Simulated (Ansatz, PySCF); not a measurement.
Dissociation curve of SMILES C[Si](Cl)(Cl)Cl. The Si2–Cl8 bond (Si2 also carries C, Cl, Cl; Cl8 carries nothing else) is stretched with both fragments frozen at the PBE0/def2-TZVP optimised geometry. Each curve is given relative to its own lowest point near equilibrium.

| R / Å | A | B | C | D |
|---|---|---|---|---|
| 1.67 | 282.2 | 369.9 | 362.5 | 284.2 |
| 1.79 | 111.8 | 174.5 | 165.0 | 117.1 |
| 1.93 | 21.6 | 55.7 | 47.1 | 26.4 |
| 1.96 | 12.4 | 40.8 | 32.7 | 16.6 |
| 2.04 | 0.3 | 13.8 | 8.0 | 2.2 |
| 2.09 | 0.0 | 4.8 | 0.7 | 0.0 |
| 2.19 | 11.4 | 0.0 | 0.0 | 6.9 |
| 2.29 | 33.7 | 7.8 | 12.5 | 23.9 |
| 2.49 | 95.2 | 44.7 | 59.8 | 73.2 |
| 2.72 | 174.2 | 101.9 | 129.9 | 137.3 |
| 3.01 | 262.9 | 175.1 | 220.2 | 212.3 |
| 3.31 | 306.9 | 240.9 | 304.8 | 276.2 |
| 3.75 | 329.3 | 314.4 | 405.9 | 344.8 |
| 4.25 | 336.1 | 369.2 | 490.5 | 394.7 |
| 4.96 | 337.9 | 412.8 | 568.8 | 432.6 |
| 5.92 | 338.3 | 438.5 | 625.4 | 453.3 |

Energies in kJ/mol.

### Question
Which curve belongs to which method? The methods are restricted Hartree-Fock/LANL2DZ, with its core potentials past Ne (PySCF 2.14.0); restricted B3LYP/LANL2DZ, with its core potentials past Ne run with PySCF; restricted PBE/cc-pVDZ (Ansatz, an electronic-structure program); UHF/cc-pVDZ (Ansatz).

### Answer
A is UHF; B is RKS-B3LYP/LANL2DZ; C is RHF/LANL2DZ; D is RKS-PBE.

The restricted form behind RKS-PBE, RKS-B3LYP/LANL2DZ, RHF/LANL2DZ keeps the bonding electrons paired and can't separate into open-shell fragments. The unrestricted solution behind UHF changes between 3.01 and 3.31 Å, which can leave a kink. The unrestricted determinant behind UHF is spin-contaminated at 3.01 to 5.92 Å (<S²> up to 1.0, against 0.00 for a pure singlet).
